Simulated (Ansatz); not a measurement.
A nudged elastic band was laid between two geometries of ClH + H4OSn (8 atoms, charge 0, multiplicity 1).

Level of theory: RKS PBE0-D4/def2-SVP (Ansatz).

```json
{"movable images": "9", "climbing image": "yes", "spring": "5.0 eV/Å²", "optimiser": "quadratic models (default)", "start path": "through a guess of the saddle point", "force threshold": "0.05 eV/Å", "iteration limit": "60", "end points": "relaxed"}
```

Image 0:

```xyz
8
Properties=species:S:1:pos:R:3
Sn -0.373 -0.224 -0.013
H -0.723 -0.584 1.618
O 1.612 0.164 -0.164
H 2.178 -0.604 -0.018
H -1.083 1.198 -0.610
H -0.628 -1.579 -1.029
Cl 1.574 2.317 1.794
H 1.811 1.367 0.877
```

Image 10:

```xyz
8
Properties=species:S:1:pos:R:3
Sn -0.364 0.499 -0.629
H 2.167 -0.488 2.506
O 1.484 -0.177 -0.781
H 1.833 -0.486 0.064
H -0.614 1.441 -2.023
H -1.465 -0.762 -0.290
Cl -0.403 1.912 1.262
H 1.729 0.116 2.346
```

**Question.** What changes between the two ends?

**Answer.** Bonds broken: Sn1–H2, Cl7–H8. Bonds formed: Sn1–Cl7, H2–H8. ClH + H4OSn becomes ClH3OSn + H2.

**Question.** What energy profile does the band end with?

**Answer.** The run converged. The highest image is number 4 of 0 to 10, 1.55 eV above the first end and 1.88 eV above the last; the last end lies 0.34 eV below the first. Neighbouring images differ by up to 1.4 eV, so the band resolves the path poorly. A vibrational analysis at the climbing image gives one clearly imaginary mode, 1021i cm⁻¹: a first-order saddle point. The orbitals stay closed-shell, which can raise the energy where a bond breaks towards radicals; this wasn't checked here.

```csv
image,path coordinate (Å),energy (eV),Sn1–H2 (Å),Cl7–H8 (Å),Sn1–Cl7 (Å)
0,0.00,0.00,1.71,1.34,3.68
1,0.97,0.13,1.70,1.31,3.62
2,1.95,0.43,1.71,1.29,3.73
3,2.92,0.58,1.74,1.30,3.42
4,3.89,1.55,1.97,1.61,2.74
5,5.08,0.10,2.71,2.29,2.39
6,6.27,-0.29,3.59,2.77,2.36
7,7.47,-0.32,4.17,2.93,2.36
8,8.66,-0.32,3.99,2.94,2.36
9,9.85,-0.33,3.81,2.97,2.36
10,11.04,-0.34,4.15,2.99,2.36
```

**Question.** What is the geometry of the highest image?

**Answer.** 
```xyz
8
Properties=species:S:1:pos:R:3
Sn 0.188 0.152 -0.096
H -0.411 0.093 1.784
O 2.008 0.001 -0.855
H 2.268 -0.926 -0.920
H -0.764 1.355 -0.816
H -0.384 -1.476 -0.214
Cl 1.276 1.998 1.618
H 0.186 0.857 1.954
```

Time of the run: 7.3 min on 2 threads of Arm Neoverse V1, on a shared host, peak memory 0.18 GiB.
